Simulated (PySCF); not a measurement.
A run for PySCF: R-B3LYP/3-21G on BCl2HO (SMILES OB(Cl)Cl), a point of a torsion scan.

```python
from pyscf import gto, scf, dft, mp
from pyscf.data.elements import chemcore

mol = gto.M(
    atom='''
    O    -0.88271554   -0.50583361    0.32357097
    B     0.34267980   -0.04043866    0.10145757
    Cl    1.37431986    0.24461268    1.45103928
    Cl    0.88646205    0.39824963   -1.50313963
    H    -1.60701411   -0.30240454   -0.26926110
    ''',
    basis='3-21g',
    charge=0, spin=0, verbose=3, max_memory=1800)
mf = dft.RKS(mol, xc='b3lyp')
mf.conv_tol = 1e-8
mf.max_cycle = 100
mf.kernel()
if not mf.converged:
    mf = mf.newton().run(mf.mo_coeff, mf.mo_occ)
```

Program output:

```
converged SCF energy = -1016.23177644222
```

The run converged.

Cost: very roughly 5 core-seconds.
